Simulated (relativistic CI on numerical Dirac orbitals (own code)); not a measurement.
Fe⁵⁺: from the plainest model towards the measured levels

Calculated with a relativistic CI code on KLI orbitals (one set per configuration, finite nucleus), adding one ingredient at a time: step 1, Dirac-Coulomb, each configuration alone; step 2, with Breit and QED terms; step 3, with configuration mixing; step 4, with scaled Slater integrals (0.9); step 5, with a P86 correlation estimate; step 6, tied to the ionisation limit. P86 is a density functional for the correlation energy, evaluated here for each configuration and added to its levels. Step 6 is semi-empirical: configurations made of the next ion and one excited electron move by -2137 cm⁻¹, so that their limit matches the tabulated ionisation energy, and those with a non-penetrating f or g electron also take the P86 value of the least penetrating other one.

Configurations in the expansion (outside the closed core [Ne]): 3s2 3p6 3d3, 3s2 3p6 3d2 4s, 3s2 3p6 3d2 4p, 3s2 3p5 3d4, 3s2 3p6 3d2 4d, 3s 3p6 3d4, 3s2 3p6 3d2 5s, 3s2 3p6 3d2 4f, 3s2 3p6 3d2 5p, 3s2 3p6 3d2 5d, 3s2 3p6 3d2 5f, 3s2 3p6 3d 4s 4p, 3s2 3p5 3d3 4s, 3s2 3p6 3d 4s2, 3s2 3p6 4s2 4p, 3s2 3p6 4s2 4d, 3s2 3p6 4s2 5s, 3p6 3d5, 3p5 3d6.

Computed minus measured energy above the ground level, in cm⁻¹, for 22 of the 48 excited levels that pair in every step (one J of a term; a digit in brackets numbers repeated terms):

| Configuration | Term | J | Measured | Step 1 | Step 2 | Step 3 | Step 4 | Step 5 | Step 6 |
| --- | --- | --- | --- | --- | --- | --- | --- | --- | --- |
| 3s2 3p6 3d3 | 4F | 5/2 | 511 | 51 | -19 | -21 | -19 | -19 | -19 |
| 3s2 3p6 3d3 | 4P | 1/2 | 18738 | 4217 | 4143 | 2430 | 565 | 566 | 566 |
| 3s2 3p6 3d3 | 2G | 7/2 | 20616 | 2994 | 2847 | 2219 | 86 | 85 | 85 |
| 3s2 3p6 3d3 | 2P | 3/2 | 26215 | 5032 | 4976 | 3888 | 1041 | 1042 | 1042 |
| 3s2 3p6 3d3 | 2D(2) | 5/2 | 28484 | 6140 | 5959 | 3738 | 897 | 900 | 900 |
| 3s2 3p6 3d3 | 2H | 9/2 | 28724 | 2549 | 2341 | 2812 | -253 | -255 | -255 |
| 3s2 3p6 3d3 | 2F | 7/2 | 46217 | 7395 | 7210 | 5561 | 670 | 671 | 672 |
| 3s2 3p6 3d3 | 2D(1) | 5/2 | 71708 | 12060 | 11958 | 9738 | 1869 | 1879 | 1877 |
| 3s2 3p6 3d2 4s | 4F | 3/2 | 261841 | -423 | -118 | 1288 | -57 | 7017 | 4880 |
| 3s2 3p6 3d2 4s | 2F | 5/2 | 269140 | 937 | 1183 | 2259 | 150 | 7224 | 5088 |
| 3s2 3p6 3d2 4s | 2D | 5/2 | 280902 | 3660 | 3892 | 5070 | 1533 | 8608 | 6472 |
| 3s2 3p6 3d2 4s | 4P | 1/2 | 281477 | 3986 | 4270 | 5433 | 1816 | 8891 | 6754 |
| 3s2 3p6 3d2 4s | 2P | 1/2 | 287919 | 5826 | 6101 | 6438 | 2153 | 9230 | 7094 |
| 3s2 3p6 3d2 4s | 2G | 9/2 | 292313 | 3569 | 3676 | 4685 | 121 | 7196 | 5059 |
| 3s2 3p6 3d2 4p | 4F° | 3/2 | 339540 | -1083 | -856 | -1862 | -2776 | 4783 | 2657 |
| 3s2 3p6 3d2 4p | 2D° | 5/2 | 345907 | 266 | 223 | -1182 | -2461 | 5101 | 2976 |
| 3s2 3p6 3d2 4p | 2G° | 7/2 | 348962 | -70 | 68 | -42 | -2008 | 5555 | 3425 |
| 3s2 3p6 3d2 4p | 2S° | 1/2 | 351806 | 3019 | 3161 | 1422 | -867 | 6695 | 4570 |
| 3s2 3p6 3d2 4p | 4S° | 3/2 | 355657 | 2910 | 3068 | 1358 | -1314 | 6244 | 4118 |
| 3s2 3p6 3d2 4p | 2P° | 3/2 | 357755 | 2653 | 2741 | 1337 | -1537 | 6024 | 3899 |
| 3s2 3p6 3d2 4p | 4D° | 1/2 | 359396 | 2845 | 3055 | 2428 | -873 | 6689 | 4561 |
| 3s2 3p6 3d2 4p | 2F° | 7/2 | 359884 | 2522 | 2621 | 1974 | -1162 | 6397 | 4270 |

Mean absolute errors in cm⁻¹, over all paired levels and for the configurations:

```csv
"Configuration, levels",Step 1,Step 2,Step 3,Step 4,Step 5,Step 6
"all, 48",3330,3323,3054,954,4642,3310
"3s2 3p6 3d3, 18",4712,4570,3524,639,641,641
"3s2 3p6 3d2 4s, 15",2762,2846,3855,891,7919,5783
"3s2 3p6 3d2 4p, 15",2240,2305,1690,1394,6167,4040
```

Measured levels: Corliss and Sugar, J. Phys. Chem. Ref. Data 11, 135 (1982). Some J values or terms of the table were assigned by a fit.

Task: What does each ingredient do to the ground and the excited configurations, and where is the model closest to experiment?

Result: Terms of the ground configuration are off by 4712 at first, 3524 with mixing and 639 after scaling, which stands in for the correlation that narrows term splittings. The Breit and QED terms change the top of the ground term (measured 2001) from 2255 to 1947. Mixing lowers the ground level by 1496; relative to it the configurations that move most are 3s2 3p6 3d2 4s by +1087, 3s2 3p6 3d2 4p by -922. The P86 estimate moves 3s2 3p6 3d2 4p by +7561, 3s2 3p6 3d2 4s by +7075, and takes the mean absolute error of the excited configurations from 1143 to 7043; it overshoots. Step 6 takes that error from 7043 to 4911. The mean absolute error is lowest at step 4 (954 cm⁻¹), and the largest single drop is from step 3 to 4 (3054 to 954).
